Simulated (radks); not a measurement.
Excited configurations of neutral bismuth: one electron is placed in a higher orbital outside [Hg] 6p2. The ground configuration is [Hg] 6p3. Method: scalar-relativistic Kohn-Sham, PBEsol, spin-polarised, spherical densities, finite nucleus; open shells are filled with parallel spins first (spin-orbit coupling, left out, can overturn this in heavy ions); Fermi nuclear charge, rms radius 5.5211 fm; computed with a radial shooting solver on a logarithmic mesh with Libxc functionals. Excitation = E - E(ground); binding = E(ion) - E, where the ion is the core of charge +1; n* = 1/sqrt(2 binding) in atomic units, and the quantum defect is n - n*.

| outer orbital | excitation (eV) | binding (eV) | n* | quantum defect | eigenvalue (eV) | <r> (bohr) |
|---|---|---|---|---|---|---|
| 5f | 7.613 | 0.954 | 3.777 | 1.223 | -0.462 | 16.62 |
| 6f | 7.899 | 0.668 | 4.514 | 1.486 | -0.390 | 28.09 |
| 7s | 5.064 | 3.502 | 1.971 | 5.029 | -2.057 | 6.269 |
| 7p | 6.335 | 2.231 | 2.469 | 4.531 | -1.272 | 8.944 |
| 7d | 7.346 | 1.221 | 3.338 | 3.662 | -0.681 | 15.57 |
| 7f | 8.077 | 0.489 | 5.272 | 1.728 | -0.307 | 41.85 |

The Delta-SCF ionisation energy is 8.566 eV (NIST Atomic Spectra Database: 7.286 eV, measured). Self-interaction in the functional shifts the binding energies and quantum defects, so they are the method's values and not measured ones. Open shells are spherical and high-spin; term and fine-structure splittings are not resolved. Spin-orbit splitting is averaged out at the scalar-relativistic level.
